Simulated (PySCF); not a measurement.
## Radial density of Rb (rubidium, neutral)

UHF, [Kr] 5p1, 2P determinant (an excited configuration). Calculation: PySCF 2.14, in aug-cc-pVTZ-X2C (8s7p5d2f, 68 functions); scalar relativity by spin-free X2C-1e.

```tsv
r (bohr)	4πr²ρ (e/bohr)	4πr²(ρα − ρβ)
0.0434	41.08	0.0005
0.0731	40.94	0.0012
0.123	55.58	0.0010
0.207	37.21	0.0001
0.348	36.88	0.0033
0.585	27.79	0.0002
0.984	7.442	0.0089
1.65	5.340	0.0076
2.78	0.9395	0.0090
4.68	0.1288	0.1123
7.88	0.1369	0.1369
13.2	0.02016	0.0202
22.3	0.0001206	0.0001
```

Densities and radii are taken from the X2C orbitals without a picture-change correction, which distorts them close to the nucleus.
